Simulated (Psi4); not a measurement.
Psi4 input (wB97X-D/6-311+G**):

```
memory 1500 MB

molecule {
1 2
B    -0.00000000   -0.00000000   -0.78099300
F     0.00000000    0.00000000    0.43388500
symmetry c1
no_reorient
no_com
}

set {
  basis 6-311+G**
  reference uks
  scf_type pk
  dft_radial_points 99
  dft_spherical_points 590
  e_convergence 1e-8
  d_convergence 1e-7
  maxiter 150
}

e = energy('wb97x-d')
print_out(f'\nFINAL {e:.10f} DIPOLE {variable("CURRENT DIPOLE")[0]:.6f} {variable("CURRENT DIPOLE")[1]:.6f} {variable("CURRENT DIPOLE")[2]:.6f}\n')
```

Output:

```
   => Loading Basis Set <=

    Name: 6-311+G**
    Role: ORBITAL
    Keyword: BASIS
    atoms 1 entry B          line   108 file 6-311pgss.gbs
    atoms 2 entry F          line   192 file 6-311pgss.gbs

   => WB97X-D: Empirical Dispersion <=

    Chai and Head-Gordon Dispersion Correction
    Chai, J.-D.; Head-Gordon, M. (2010), J. Chem. Phys., 132: 6615-6620

        s6 =       1.000000

         ---------------------------------------------------------
                                   SCF
               by Justin Turney, Rob Parrish, Andy Simmonett
                          and Daniel G. A. Smith
                              UKS Reference
         ---------------------------------------------------------

  ==> Geometry <==

    Molecular point group: c1
    Full point group: C_inf_v

    Geometry (in Angstrom), charge = 1, multiplicity = 2:

       Center              X                  Y                   Z               Mass
    ------------   -----------------  -----------------  -----------------  -----------------
         B            0.000000000000     0.000000000000    -0.780993000000    11.009305360000
         F            0.000000000000     0.000000000000     0.433885000000    18.998403162730

  Running in c1 symmetry.

  Rotational constants: A = ************  B =      1.63798  C =      1.63798 [cm^-1]
  Rotational constants: A = ************  B =  49105.52423  C =  49105.52423 [MHz]
  Nuclear repulsion =   19.601124129459912

  Charge       = 1
  Multiplicity = 2
  Electrons    = 13
  Nalpha       = 7
  Nbeta        = 6

  ==> Algorithm <==

  SCF Algorithm Type is PK.
  DIIS enabled.
  MOM disabled.
  Fractional occupation disabled.
  Guess Type is SAD.
  Energy threshold   = 1.00e-08
  Density threshold  = 1.00e-07
  Integral threshold = 1.00e-12

  ==> Primary Basis <==

  Basis Set: 6-311+G**
    Blend: 6-311+G**
    Number of shells: 20
    Number of basis functions: 44
    Number of Cartesian functions: 46
    Spherical Harmonics?: true
    Max angular momentum: 2

  ==> DFT Potential <==

   => LibXC <=

    Version 7.1.2
    S. Lehtola, C. Steigemann, M. J. T. Oliveira, and M. A. L. Marques,  SoftwareX 7, 1–5 (2018) (10.1016/j.softx.2017.11.002)

   => Composite Functional: WB97X-D <=

    wB97X-D Hyb-GGA Exchange-Correlation Functional

    J.-D. Chai and M. Head-Gordon,  Phys. Chem. Chem. Phys. 10, 6615–6620 (2008) (10.1039/B810189B)

    Deriv               =              1
    GGA                 =           TRUE
    Meta                =          FALSE

    Exchange Hybrid     =           TRUE
    MP2 Hybrid          =          FALSE

   => Exchange-Correlation Functionals <=

    1.0000   wB97X-D range-separated functional

   => Exact (HF) Exchange <=

    0.7780            HF,LR [omega = 0.2000]
    0.2220               HF

   => LibXC Density Thresholds  <==

    XC_HYB_GGA_XC_WB97X_D:  1.00E-14

   => Molecular Quadrature <=

    Radial Scheme          =       TREUTLER
    Pruning Scheme         =           NONE
    Nuclear Scheme         =       TREUTLER

    Blocking Scheme        =         OCTREE
    BS radius alpha        =              1
    Pruning alpha          =              1
    Radial Points          =             99
    Spherical Points       =            590
    Total Points           =         115208
    Total Blocks           =            937
    Max Points             =            256
    Max Functions          =             44
    Weights Tolerance      =       1.00E-15

  ==> Integral Setup <==

  Using in-core PK algorithm.
   Calculation information:
      Number of atoms:                   2
      Number of AO shells:              20
      Number of primitives:             38
      Number of atomic orbitals:        46
      Number of basis functions:        44

      Integral cutoff                 1.00e-12
      Number of threads:                 1

  Performing in-core PK
  Using 1471635 doubles for integral storage.
  We computed 22155 shell quartets total.
  Whereas there are 22155 unique shell quartets.

  Computing range-separated integrals for PK
  We computed 22155 wK shell quartets total.
  Whereas there are 22155 wK unique shell quartets.

  ==> DiskJK: Disk-Based J/K Matrices <==

    J tasked:                  Yes
    K tasked:                  Yes
    wK tasked:                 Yes
    Omega:               2.000E-01
    Schwarz Cutoff:          1E-12


  Cached 100.0% of DFT collocation blocks in 0.135 [GiB].

  Minimum eigenvalue in the overlap matrix is 1.4218850322E-03.
  Reciprocal condition number of the overlap matrix is 3.1542799047E-04.
    Using symmetric orthogonalization.

  ==> Pre-Iterations <==

  SCF Guess: Superposition of Atomic Densities via on-the-fly atomic UHF (no occupation information).

   -------------------------
    Irrep   Nso     Nmo
   -------------------------
     A         44      44
   -------------------------
    Total      44      44
   -------------------------

  ==> Iterations <==

                        Total Energy        Delta E     RMS |[F,P]|

   @UKS iter SAD:  -124.10138704026171   -1.24101e+02   0.00000e+00
   @UKS iter   1:  -124.20630708416783   -1.04920e-01   7.79937e-03 ADIIS/DIIS
   @UKS iter   2:  -124.19434575453511    1.19613e-02   1.05542e-02 ADIIS/DIIS
   @UKS iter   3:  -124.25636058530708   -6.20148e-02   5.79734e-04 ADIIS/DIIS
   @UKS iter   4:  -124.25684036739743   -4.79782e-04   1.56394e-04 ADIIS/DIIS
   @UKS iter   5:  -124.25688098980409   -4.06224e-05   4.98594e-05 DIIS
   @UKS iter   6:  -124.25689019888038   -9.20908e-06   1.82813e-05 DIIS
   @UKS iter   7:  -124.25689166137126   -1.46249e-06   4.70035e-06 DIIS
   @UKS iter   8:  -124.25689174876435   -8.73931e-08   7.70370e-07 DIIS
   @UKS iter   9:  -124.25689175049737   -1.73303e-09   1.62229e-07 DIIS
   @UKS iter  10:  -124.25689175056482   -6.74447e-11   2.16445e-08 DIIS
  Energy and wave function converged.

  ==> Post-Iterations <==

   Electrons on quadrature grid:
      Nalpha   =    7.0000000093 ; deviation = 9.253e-09
      Nbeta    =    6.0000000091 ; deviation = 9.072e-09
      Ntotal   =   13.0000000183 ; deviation = 1.833e-08

   @Spin Contamination Metric:   4.923622969E-03
   @S^2 Expected:                7.500000000E-01
   @S^2 Observed:                7.549236230E-01
   @S   Expected:                5.000000000E-01
   @S   Observed:                5.000000000E-01

    Orbital Energies [Eh]
    ---------------------

    Alpha Occupied:

       1A    -25.236461     2A     -7.418879     3A     -1.754525
       4A     -1.046773     5A     -0.952037     6A     -0.952037
       7A     -0.792886

    Alpha Virtual:

       8A     -0.312030     9A     -0.312030    10A     -0.123031
      11A     -0.097652    12A     -0.078400    13A     -0.078400
      14A      0.002608    15A      0.110556    16A      0.110556
      17A      0.123204    18A      0.181462    19A      0.181462
      20A      0.190031    21A      0.264576    22A      0.339473
      23A      0.517723    24A      0.517723    25A      0.674182
      26A      0.674182    27A      0.934097    28A      1.078237
      29A      1.078237    30A      1.182171    31A      1.493141
      32A      1.493141    33A      1.609042    34A      1.683340
      35A      3.479234    36A      3.479235    37A      3.721393
      38A      3.721393    39A      4.171271    40A      5.986618
      41A      5.986618    42A      6.149066    43A     14.066227
      44A     66.484310

    Beta Occupied:

       1A    -25.236997     2A     -7.402837     3A     -1.753783
       4A     -1.040180     5A     -0.952644     6A     -0.952644

    Beta Virtual:

       7A     -0.364155     8A     -0.227169     9A     -0.227169
      10A     -0.089981    11A     -0.055630    12A     -0.055630
      13A     -0.047564    14A      0.074565    15A      0.122780
      16A      0.122780    17A      0.130013    18A      0.235040
      19A      0.235040    20A      0.286130    21A      0.336497
      22A      0.398638    23A      0.570768    24A      0.570772
      25A      0.789046    26A      0.789046    27A      0.966386
      28A      1.081917    29A      1.081917    30A      1.258597
      31A      1.549093    32A      1.549093    33A      1.627438
      34A      1.777105    35A      3.474727    36A      3.474728
      37A      3.726833    38A      3.726833    39A      4.175220
      40A      5.983211    41A      5.983211    42A      6.154932
      43A     14.095937    44A     66.484036

    Final Occupation by Irrep:
              A
    DOCC [     6 ]
    SOCC [     1 ]
    NA   [     7 ]
    NB   [     6 ]

  @UKS Final Energy:  -124.25689175056482

   => Energetics <=

    Nuclear Repulsion Energy =             19.6011241294599117
    One-Electron Energy =                -205.3488635806555180
    Two-Electron Energy =                  71.5012359863272025
    DFT Exchange-Correlation Energy =     -10.0103867665032009
    Empirical Dispersion Energy =          -0.0000015191932201
    VV10 Nonlocal Energy =                  0.0000000000000000
    Total Energy =                       -124.2568917505648187

  UHF NO Occupations:
  HONO-2 :    5  A 1.9987788
  HONO-1 :    6  A 1.9987788
  HONO-0 :    7  A 1.0000000
  LUNO+0 :    8  A 0.0012212
  LUNO+1 :    9  A 0.0012212
  LUNO+2 :   10  A 0.0000158
  LUNO+3 :   11  A 0.0000040

Computation Completed

Properties will be evaluated at   0.000000,   0.000000,   0.000000 [a0]

Properties computed using the SCF density matrix

 Multipole Moments:

 ------------------------------------------------------------------------------------
     Multipole            Electronic (a.u.)      Nuclear  (a.u.)        Total (a.u.)
 ------------------------------------------------------------------------------------

 L = 1.  Multiply by 2.5417464519 to convert [e a0] to [Debye]
 Dipole X            :          0.0000000            0.0000000            0.0000000
 Dipole Y            :         -0.0000000            0.0000000           -0.0000000
 Dipole Z            :         -1.4069836            0.0000000           -1.4069836
 Magnitude           :                                                    1.4069836

 ------------------------------------------------------------------------------------

FINAL -124.2568917506 DIPOLE 0.000000 -0.000000 -1.406984

*** Psi4 exiting successfully. Buy a developer a beer!
```

The dipole moment of an ion depends on the origin.

The geometry given is a B3LYP-D3(BJ)/def2-TZVP minimum.
